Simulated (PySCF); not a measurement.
Start geometry of `[BH2][BiH][CH2]C` from GFN2-xTB (Å):
```
atom  x, y, z in Å
B1     2.2386   -0.2095    0.6297
Bi2    0.7267    1.5704    0.3896
C3    -0.8638    0.2837   -0.6833
C4    -1.5649   -0.5978    0.2960
H5     3.3638   -0.0232    0.4993
H6     1.8431   -1.2421    0.9313
H7     1.5261    2.0288   -1.1430
H8    -1.5144    0.9605   -1.1939
H9    -0.3359   -0.3117   -1.3992
H10   -0.9184   -1.2762    0.8234
H11   -2.1269   -0.0056    1.0563
H12   -2.3344   -1.2055   -0.2152
```

Problem. What comes out of this run: PySCF, PBE0-D3(BJ)/def2-SVP geometry optimisation, gas phase, def2 core potentials past Kr?

Solution. 
```
atom  x, y, z in Å
B1     2.3346   -0.0794    0.7095
Bi2    0.8637    1.6840    0.4376
C3    -0.7293    0.3905   -0.6030
C4    -1.4893   -0.4573    0.3963
H5     3.5256    0.0887    0.6007
H6     1.9205   -1.1674    1.0373
H7     1.6802    2.1792   -1.0855
H8    -1.3841    1.1024   -1.1264
H9    -0.2180   -0.2188   -1.3604
H10   -0.8272   -1.1618    0.9241
H11   -1.9941    0.1555    1.1610
H12   -2.2690   -1.0594   -0.1015
```

The energy falls by 17.0 kJ/mol over 4 energy and gradient evaluations, the largest force component goes from 0.0312 to 2.5e-04 Eh/bohr, and the atoms move by 0.039 Å rms after alignment. The bond that changes most is B1–H6 (three-coordinate boron to B–H hydrogen), which lengthens by 0.063 Å. Bonds longer at the end by more than 0.005 Å: 7 of 11; shorter: 3. Among the angles that change most is C3–C4–H10, from 114.3° to 111.9°. Rotational constants go from 5377, 2334, 1822 to 5459, 2311, 1820 MHz. The orientation of the end geometry is arbitrary; only internal coordinates are fixed.

The run used 108 basis functions and 30 SCF cycles in all. On an Arm Neoverse V1 with one thread, no GPU (shared host), this took 21 s wall and 0.45 GiB of memory at its peak.

Not checked by PBE0-D3(BJ)/def2-SVP frequencies. The numbers are those of one conformer.
